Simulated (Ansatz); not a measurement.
Consider the substitution at a C–Si bond: `C[SiH](F)C=N` + `OC[SeH]` → `N=COC[SeH]` + `C[SiH2]F`.

Isolated molecules relaxed with PBE0-D4/def2-TZVP in Ansatz; ΔE leaves out vibrations. CBS: MP2 limit from def2 TZ/QZ plus the TZ coupled-cluster correction, frozen cores. DFT in def2-TZVPP. For Se outer-core shells are correlated without core-valence functions, which leaves a few kJ/mol of doubt a bond. Scalar relativity is left out up to krypton. Each species was taken in one conformer, which may not be the lowest.

```csv
level,ΔE (kJ/mol)
r2SCAN-D4,1.7
ωB97X-V,0.6
PBE0,4.1
MP2/def2-TZVPP,2.2
SCS-MP2/def2-TZVPP,2.3
CCSD/def2-TZVPP,5.9
HF/def2-QZVPP,-2.2
HF/CBS(def2),-2.2
```

(1) What does CCSD(T)/CBS give? (An estimate is asked.)

Largest T1 diagnostic among the species: 0.012.

Answers

(1) Computed: +9.5 kJ/mol. The listed levels differ from it by -7.8, -8.9, -5.4, -7.3, -7.2, -3.6, -11.7, -11.7 kJ/mol.

In def2-TZVPP, CCSD(T) changes the Hartree–Fock value by +6.9 kJ/mol (the triples alone add −0.8 kJ/mol) and MP2 by +4.0 kJ/mol.
